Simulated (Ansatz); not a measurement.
CH$_{4}$BClSi, SMILES `ClB1C[SiH2]1` at its PBE0-D4/def2-TZVP geometry, where that method's forces vanish. Charge 0, multiplicity 1.

```xyz
8

Cl    2.4689   -0.9283    0.8784
B     1.0404   -0.0987    0.3783
C     0.2353   -0.0339   -0.9004
Si   -0.8313    0.2107    0.7229
H     0.0415    0.9654   -1.3024
H     0.2731   -0.7827   -1.6885
H    -1.5173    1.5196    0.6419
H    -1.7105   -0.8522    1.2698
```

(1) What forces (eV/Å) does ωB97M-V/def2-TZVPP give on these atoms in Ansatz? (An estimate is asked.)

## Answers

(1) Ansatz gave: 
```
Cl1  0.115 -0.069  0.028
B2  -0.177  0.094 -0.025
C3  -0.043 -0.013 -0.084
Si4 -0.109  0.024  0.025
H5   0.017 -0.064  0.042
H6   0.013  0.060  0.077
H7   0.086 -0.160  0.012
H8   0.099  0.128 -0.074
```
